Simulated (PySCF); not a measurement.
iron atom (Fe), quintet; PBE0/6-31G* in PySCF.

Here is a job for PySCF.
```python
from pyscf import gto, scf, dft

mol = gto.Mole()
mol.atom = '''
    Fe    0.00000000    0.00000000    0.00000000
'''
mol.basis = '6-31g*'
mol.spin = 4
mol.verbose = 4
mol.build()

mf = dft.UKS(mol)
mf.xc = 'pbe0'
mf.kernel()
```

What does PySCF print? Leave out banner, timings and long lists.


```
PySCF version 2.14.0

[INPUT] verbose = 4
[INPUT] num. atoms = 1
[INPUT] num. electrons = 26
[INPUT] charge = 0
[INPUT] spin (= nelec alpha-beta = 2S) = 4
[INPUT] symmetry False subgroup None
[INPUT] Mole.unit = angstrom
[INPUT] Symbol           X                Y                Z      unit          X                Y                Z       unit  Magmom
[INPUT]  1 Fe     0.000000000000   0.000000000000   0.000000000000 AA    0.000000000000   0.000000000000   0.000000000000 Bohr   0.0

nuclear repulsion = 0
number of shells = 12
number of NR pGTOs = 97
number of NR cGTOs = 34
basis = 6-31g*
ecp = {}

******** <class 'pyscf.dft.uks.UKS'> ********
method = UKS
initial guess = minao
damping factor = 0
level_shift factor = 0
DIIS = <class 'pyscf.scf.diis.CDIIS'>
diis_start_cycle = 1
diis_space = 8
diis_damp = 0
SCF conv_tol = 1e-09
SCF conv_tol_grad = None
SCF max_cycles = 50
direct_scf = True
direct_scf_tol = 1e-13
number electrons alpha = 15  beta = 11
XC library pyscf.dft.libxc version 7.1.2
    S. Lehtola, C. Steigemann, M. J. T. Oliveira, and M. A. L. Marques,  SoftwareX 7, 1–5 (2018)
XC functionals = pbe0
    C. Adamo and V. Barone,  J. Chem. Phys. 110, 6158 (1999)
    M. Ernzerhof and G. E. Scuseria,  J. Chem. Phys. 110, 5029 (1999)
radial grids:
    Treutler-Ahlrichs [JCP 102, 346 (1995); DOI:10.1063/1.469408] (M4) radial grids

becke partition: Becke, JCP 88, 2547 (1988); DOI:10.1063/1.454033
pruning grids: <function nwchem_prune>
grids dens level: 3
symmetrized grids: False
atomic radii adjust function: <function treutler_atomic_radii_adjust>
small_rho_cutoff = 0
Set gradient conv threshold to 3.16228e-05
tot grids = 20904
init E= -1262.2995483659

cycle= 1 E= -1253.48890422594  delta_E= 8.81  |g|= 2.97  |ddm|= 7.52

cycle= 2 E= -1259.02589763874  delta_E= -5.54  |g|= 2.86  |ddm|= 6.53

cycle= 3 E= -1262.46229209916  delta_E= -3.44  |g|= 1.45  |ddm|=  1.5
cycle= 4 E= -1263.07980189847  delta_E= -0.618  |g|= 0.481  |ddm|= 1.58
cycle= 5 E= -1263.1458192315  delta_E= -0.066  |g|= 0.168  |ddm|= 0.286
cycle= 6 E= -1263.18053037178  delta_E= -0.0347  |g|= 0.463  |ddm|= 1.01
cycle= 7 E= -1263.19361476085  delta_E= -0.0131  |g|= 0.424  |ddm|= 0.099
cycle= 8 E= -1263.18479118848  delta_E= 0.00882  |g|= 0.449  |ddm|= 0.109
cycle= 9 E= -1263.18522146176  delta_E= -0.00043  |g|= 0.448  |ddm|= 0.0388
cycle= 10 E= -1263.18920120848  delta_E= -0.00398  |g|= 0.434  |ddm|= 0.111
cycle= 11 E= -1263.20371547252  delta_E= -0.0145  |g|= 0.379  |ddm|= 0.0982
cycle= 12 E= -1263.24230513664  delta_E= -0.0386  |g|= 0.188  |ddm|= 0.331
cycle= 13 E= -1263.25688023606  delta_E= -0.0146  |g|= 0.0318  |ddm|= 0.28
cycle= 14 E= -1263.25822999767  delta_E= -0.00135  |g|= 0.003  |ddm|= 0.114
cycle= 15 E= -1263.25831972199  delta_E= -8.97e-05  |g|= 0.00111  |ddm|= 0.029
cycle= 16 E= -1263.2583353107  delta_E= -1.56e-05  |g|= 0.000695  |ddm|= 0.0146
cycle= 17 E= -1263.25833813303  delta_E= -2.82e-06  |g|= 0.00061  |ddm|= 0.00297
cycle= 18 E= -1263.25833264382  delta_E= 5.49e-06  |g|= 0.0007  |ddm|= 0.00574
cycle= 19 E= -1263.25831001316  delta_E= 2.26e-05  |g|= 0.000662  |ddm|= 0.0296
cycle= 20 E= -1263.25829326463  delta_E= 1.67e-05  |g|= 0.000696  |ddm|= 0.0552
cycle= 21 E= -1263.25829319545  delta_E= 6.92e-08  |g|= 0.000831  |ddm|= 0.000365
cycle= 22 E= -1263.25829341369  delta_E= -2.18e-07  |g|= 0.000179  |ddm|= 0.00144
cycle= 23 E= -1263.25829342466  delta_E= -1.1e-08  |g|= 2.45e-05  |ddm|= 0.000433
cycle= 24 E= -1263.25829342386  delta_E= 7.95e-10  |g|= 9.41e-06  |ddm|= 0.000298
Extra cycle  E= -1263.25829342449  delta_E= -6.28e-10  |g|= 9.38e-06  |ddm|= 3.9e-05
converged SCF energy = -1263.25829342449  <S^2> = 6.0061377  2S+1 = 5.0024545
```
